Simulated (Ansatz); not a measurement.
Abridged output of a molecular run in Ansatz:

```
Functional definition: HF
1825 factors; integrals over basis functions are off by at most 1.0e-3 eV
mean field evaluation 1: about -15884.6785 eV, gradient 3.4e1 eV
mean field evaluation 2: about -15884.8606 eV, gradient 3.4e1 eV
mean field evaluation 4: about -15888.2607 eV, gradient 3.3e0 eV
mean field evaluation 8: about -15888.3112 eV, gradient 1.7e-1 eV
mean field -15888.31130239 eV, -583.8846708788 hartree, gradient 1.7e-6 eV, S^2 0.000000; 0 other end points of the search recorded, 0 dependent functions left out
11 core orbitals not correlated: weight in the atoms' cores, before any rotation towards them, 1.000 or more for the frozen orbitals, at most 0.000 for the correlated occupied ones
reference -15888.31130239 eV, -583.8846708788 hartree; 18, 18 occupied and 265, 265 virtual orbitals, 1825 factors
second order -22.52471646 eV of doubles, -0.00000000 eV of singles
cycle   1  -23.27181772 eV  change   -7.5e-1 eV  update   1.1e-1
cycle   2  -23.90490322 eV  change   -6.3e-1 eV  update   3.1e-2
cycle   3  -23.97826840 eV  change   -7.3e-2 eV  update   1.3e-2
cycle   4  -23.96924243 eV  change    9.0e-3 eV  update   3.3e-3
cycle   5  -23.96849431 eV  change    7.5e-4 eV  update   1.1e-3
cycle   6  -23.96831035 eV  change    1.8e-4 eV  update   3.2e-4
cycle   7  -23.96819600 eV  change    1.1e-4 eV  update   8.8e-5
cycle   8  -23.96820591 eV  change   -9.9e-6 eV  update   2.9e-5
perturbative correction -0.80235772 eV, -0.0294861023 hartree
Total energy: -15913.08186602 eV, -584.7949723020 hartree
```

Its atoms:

Z-matrix (Å, degrees):
```
C
Si 1 1.876
H 1 1.092 2 111.2
H 1 1.094 2 110.5 3 120.0
H 1 1.093 2 110.9 3 -120.2
C 2 1.876 1 111.0 3 -178.6
Sn 2 2.567 1 110.1 3 59.3
H 2 1.492 1 109.1 3 -58.3
H 6 1.092 2 111.2 1 178.6
H 6 1.093 2 110.9 1 -61.2
H 6 1.094 2 110.4 1 58.6
H 7 1.711 2 112.1 1 -179.9
H 7 1.713 2 111.2 1 60.4
H 7 1.711 2 112.1 1 -59.2
```

(1) Which basis set was used?
A. def2-QZVPP
B. def2-TZVPP
C. cc-pV(D+d)Z
D. def2-SVP

(2) Write the keys of the input that set method, charge and spin (a neutral closed shell needs none for the last two).

Answers

(1) B. It gives 294 functions.

(2) 
```yaml
correlation: {method: ccsd_t}
```
